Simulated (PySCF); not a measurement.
This PySCF input asks for the NMR shieldings of `InChI=1S/C6H13P.Al.3H/c1-4-6-7(3)5-2;;;;/h5H,2,4,6H2,1,3H3;;;;/t7-;;;;/m0..../s1`; the geometry comes from GFN2-xTB.

```python
import basis_set_exchange as bse
import numpy as np
from pyscf import gto, dft
from pyscf.prop import nmr

atoms = """
C     2.192501   -2.210873   -1.017231
C     1.151054   -1.394744   -1.057861
P     0.890497    0.054220   -0.005931
C     1.906246   -0.263524    1.480063
Al    0.943987    2.520386   -0.275707
C    -0.814837   -0.267272    0.614186
C    -1.825410    0.315871   -0.369983
C    -3.255281    0.159691    0.129996
H     2.985962   -2.096404   -0.298171
H     2.294044   -3.033563   -1.706892
H     0.381718   -1.522804   -1.811202
H     1.713222    0.552089    2.177594
H     2.960744   -0.237562    1.210974
H     1.657928   -1.219394    1.939747
H     2.489145    2.711236   -0.065649
H     0.315315    2.727604   -1.696267
H     0.031843    2.753048    0.994042
H    -0.976198   -1.338396    0.770756
H    -0.903375    0.245085    1.576402
H    -1.589052    1.378597   -0.507597
H    -1.721921   -0.174320   -1.341635
H    -3.382371    0.667599    1.083197
H    -3.499777   -0.892530    0.266602
H    -3.957720    0.585721   -0.581478
"""
names = dict.fromkeys(["C", "P", "Al", "H"], "pcSseg-1")
basis = {el: gto.basis.parse(bse.get_basis(n, elements=[el], fmt="nwchem")) for el, n in names.items()}
mol = gto.M(atom=atoms, basis=basis, charge=0, verbose=0)
mf = dft.RKS(mol, xc="PBE0")
mf.grids.level = 2
mf.grids.alignment = dft.numint.BLKSIZE   # the property module wants whole blocks of grid points
mf.conv_tol = 1e-9
mf.kernel()

calc = nmr.RKS(mf)   # GIAO
C = mf.mo_coeff
Co = C[:, mf.mo_occ > 0]
resp = mf.gen_response(singlet=True, hermi=2)
def vind(x):   # induced exchange potential for any number of trial vectors
    d = np.einsum("pi,xij,qj->xpq", C, 2 * x.reshape(-1, C.shape[1], Co.shape[1]), Co, optimize=True)
    return np.einsum("xpq,pi,qj->xij", resp(d - d.transpose(0, 2, 1)), C, Co, optimize=True).ravel()
mo1, _ = nmr.rhf.solve_mo1(calc, with_cphf=vind)
sigma = calc.kernel(mo1)
for i, s in enumerate(sigma):   # ppm
    w = np.linalg.eigvalsh((s + s.T) / 2)
    print("%2d %-2s iso %8.1f  s11 %8.1f  s22 %8.1f  s33 %8.1f" % (i, mol.atom_pure_symbol(i), w.mean(), *w))
```

Q: Give the expected output.

A: 
```
 0 C  iso     52.5  s11    -67.1  s22     51.8  s33    172.7
 1 C  iso     46.6  s11    -69.3  s22     44.4  s33    164.6
 2 P  iso    365.0  s11    332.3  s22    350.8  s33    411.9
 3 C  iso    175.7  s11    169.0  s22    170.1  s33    188.0
 4 Al iso    438.7  s11    433.3  s22    436.4  s33    446.5
 5 C  iso    149.8  s11    136.4  s22    142.5  s33    170.6
 6 C  iso    162.2  s11    151.0  s22    163.3  s33    172.2
 7 C  iso    168.3  s11    156.0  s22    160.4  s33    188.5
 8 H  iso     25.8  s11     21.8  s22     24.1  s33     31.5
 9 H  iso     25.4  s11     22.2  s22     24.3  s33     29.5
10 H  iso     25.1  s11     22.5  s22     23.4  s33     29.3
11 H  iso     30.1  s11     25.3  s22     28.6  s33     36.4
12 H  iso     30.1  s11     26.0  s22     26.8  s33     37.5
13 H  iso     30.6  s11     26.2  s22     28.1  s33     37.5
14 H  iso     27.9  s11     24.3  s22     26.9  s33     32.4
15 H  iso     27.7  s11     24.4  s22     26.8  s33     32.0
16 H  iso     27.8  s11     24.8  s22     27.8  s33     31.0
17 H  iso     30.2  s11     25.9  s22     30.4  s33     34.4
18 H  iso     30.2  s11     25.8  s22     30.6  s33     34.2
19 H  iso     29.3  s11     22.7  s22     30.2  s33     35.0
20 H  iso     30.3  s11     24.7  s22     31.4  s33     34.7
21 H  iso     30.7  s11     26.3  s22     29.1  s33     36.7
22 H  iso     30.8  s11     26.2  s22     29.0  s33     37.1
23 H  iso     30.3  s11     25.4  s22     27.3  s33     38.0
```

These numbers come from an equivalent density-fitted implementation of the same equations, which agrees with the script to about 0.01 ppm for H and up to a few tenths of a ppm for heavy atoms, so last digits may differ.

Size and cost of the density-fitted run: 230 basis functions, 58 s wall time on 1 thread of an Arm Neoverse V1, shared host; peak memory 1.1 GiB.
